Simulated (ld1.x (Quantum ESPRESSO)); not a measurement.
The numbers below are computed, except where a source is named.
**Potentials for aluminium compared**

Generated with ld1.x 7.5 (TM, RRKJ, ultrasoft, PAW), atompaw 4.2 or ONCVPSP 4.0.1. The cutoff is in Ry: for ld1.x and atompaw files where the sum of valence levels is converged to 10 mRy in a Bessel basis, for ONCV files where the hardest occupied wave has 1 mHa per electron of residual kinetic energy. The error is the largest all-electron minus pseudo excitation energy over each file’s own four to seven test configurations (ionisations up to +4, promotions, holes and added fractions of an electron), all of which were solved. The labels leave out finer settings (local radius, basis sizes, second energies), which also bear on the numbers. Spin-polarised tests are not counted. The rows are a selection from randomly drawn settings: files with unsolved tests, undetermined cutoffs or missed reference levels are left out.

| potential | cutoff (Ry) | largest error (meV) | bound ghosts |
| --- | --- | --- | --- |
| TM, PBE, scalar-relativistic, rc 2.10/2.65/2.05 (spd), local smoothed, core correction yes, reference 3s2 3p1 | 10 | +27 | none |
| ultrasoft, BLYP, non-relativistic, rc 1.90/2.50 (sp), local smoothed, core correction no, reference 3s2 3p1 | 8 | +94 | none |
| PAW, PBEsol, scalar-relativistic, rc 1.75/2.25 (sp), local smoothed, core correction yes, reference 3s2 3p1 | 10 | -21 | none |
| TM semilocal, PBE, scalar-relativistic, rc 1.65/2.35/2.45 (spd), local p, core correction yes, reference 3s2 3p0 | 10 | -13 | none |

(1) Fill in the row for Al: ultrasoft, PBE, non-relativistic, rc 1.70/2.45/2.60 (spd), local smoothed, core correction no, reference 3s2 3p0.5.

(2) Fill in the row for Al: TM, PBE, fully relativistic, rc 1.90/2.35/2.00 (spd), local d, core correction no, reference 3s2 3p0.

(3) Fill in the row for Al: TM, PBE, non-relativistic, rc 2.25/2.10/1.70 (spd), local s, core correction yes, reference 3s2 3p1.

Answers

(1) cutoff 12 Ry, largest error +58 meV, bound ghosts: none.

(2) cutoff 10 Ry, largest error +33 meV, bound ghosts: none.

(3) cutoff 8 Ry, largest error +40 meV, bound ghosts: none.
